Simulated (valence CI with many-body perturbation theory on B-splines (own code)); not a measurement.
**La33+: magnetic and hyperfine properties of the levels**

Calculated by relativistic CI+MBPT: six valence electrons over a frozen Dirac-Fock core [Ar], a basis of 7 s, 7 p, 8 d, 6 f, 4 g, 1 h functions for each j, with the one-electron correlation potential Σ1, the two-electron term Σ2, the three-electron term Σ3, Breit, model QED; selected CI, second order for the rest, scaled by the run's own slope (own B-spline code, finite nucleus).

No measured spectrum was set against this ion. As an estimate, large intervals hold to a few tenths of a per cent, small ones and those within an open d or f shell to about a per cent. Core correlation moves these levels by up to 6700 cm⁻¹, and in measured spectra 5 to 20 % of such shifts remained as error; rates that hang on mixing are uncertain with them. Among the levels kept, up to 1000 cm⁻¹ of a level comes from second order outside the variational space, and about a tenth of that is noise between levels of different J, which matters for small intervals. Only levels of the ground parity were solved; by the run's estimate the other parity begins above the list, which can be wrong where configurations are misplaced.

A/g_I is the dipole constant over the nuclear g factor μ/I (μ in nuclear magnetons, uniformly magnetised nucleus), B/Q the quadrupole constant per barn. Both hold the static response of the core; the bare values leave it out. Large factors of s and p1/2 electrons are usually good to 5 to 10 %; those of open d and f shells near neutrality can be off by tens of per cent, and small factors of p3/2, d and f electrons come from cancelling terms and can be off by a factor of two or in sign, in half-filled shells by more. B is blank for J = 1/2, where it vanishes, and for nearly pure S terms. Energies count from the lowest level. Levels with J = 0 are left out.

Levels are named by their leading jj configuration (3d3/2^4 stands for four electrons in 3d with j = 3/2), which in mixed levels can hold well under half, so a name can repeat and another be missing. Letters in brackets count levels of one name in rising energy.

```csv
Level,E (cm⁻¹),g,A/g_I (MHz),A/g_I bare,B/Q (MHz/b),B/Q bare
(3d3/2^4 3d5/2^2) J=4,0,1.340,12800,13400,26100,26500
(3d3/2^4 3d5/2^2) J=2,40571,1.356,12800,13300,-10500,-10700
(3d3/2^3 3d5/2^3) J=3 [a],115060,1.417,7860,8520,3970,4030
(3d3/2^3 3d5/2^3) J=1 [a],139630,1.396,11600,12200,-9490,-9630
(3d3/2^3 3d5/2^3) J=4 [a],144250,1.126,15800,16000,19300,19600
(3d3/2^3 3d5/2^3) J=5,184680,1.122,18100,18400,10400,10600
(3d3/2^3 3d5/2^3) J=6,184940,1.118,19900,20200,-20900,-21300
(3d3/2^3 3d5/2^3) J=2 [a],215600,0.920,24400,24400,-18300,-18600
(3d3/2^3 3d5/2^3) J=3 [b],220400,1.032,22600,22700,12600,12800
(3d3/2^2 3d5/2^4) J=2 [a],259130,1.303,11100,11600,2060,2090
(3d3/2^3 3d5/2^3) J=4 [b],282340,1.015,22600,22600,-8940,-9100
(3d3/2^3 3d5/2^3) J=1 [b],287260,0.934,18200,18200,16200,16400
(3d3/2^3 3d5/2^3) J=2 [b],295750,1.251,11800,12300,21500,21900
(3d3/2^3 3d5/2^3) J=3 [c],314830,1.102,21100,21300,-27700,-28200
(3d3/2^2 3d5/2^4) J=4 [a],316310,1.091,19700,19900,1180,1220
(3d3/2^2 3d5/2^4) J=5,336170,1.100,20400,20600,-17100,-17400
(3d3/2^2 3d5/2^4) J=3 [a],343340,1.178,14000,14400,-17400,-17700
(3d3/2^2 3d5/2^4) J=6,359650,1.037,22300,22500,-26400,-26900
(3d3/2^2 3d5/2^4) J=3 [b],367080,0.925,26300,26200,2460,2510
(3d3/2^2 3d5/2^4) J=1,402090,1.154,19600,19900,-5260,-5350
(3d3/2^2 3d5/2^4) J=4 [b],410440,1.053,22800,23000,-747,-759
(3d3/2^2 3d5/2^4) J=2 [b],411060,1.051,21800,22000,-14400,-14700
(3d3/2 3d5/2^5) J=1,467750,1.495,-1940,-1160,-6650,-6760
(3d3/2^2 3d5/2^4) J=2 [c],470600,0.792,31200,31000,-8200,-8330
(3d3/2^2 3d5/2^4) J=4 [c],481980,1.163,17100,17400,-24500,-24900
(3d3/2 3d5/2^5) J=4,553760,1.022,22300,22400,-18600,-18900
(3d3/2 3d5/2^5) J=2,576690,1.280,14100,14600,-29600,-30200
(3d3/2 3d5/2^5) J=3,584570,1.062,21100,21300,-30800,-31300
(3d3/2^2 3d5/2^4) J=2 [d],605440,1.002,23300,23400,31400,32000
```

**Question.** Take the isotope of mass number 139, with I = 7/2, μ = 2.7791 μN and Q = 0.206 b. What is the hyperfine structure of (3d3/2^3 3d5/2^3) J=3 [a]?

**Answer.** From the table A = 6240 MHz, B = 818 MHz. Shifts from the centre of gravity in MHz: F = 1/2: -83800, F = 3/2: -74600, F = 5/2: -59200, F = 7/2: -37600, F = 9/2: -9600, F = 11/2: 24800, F = 13/2: 65700.
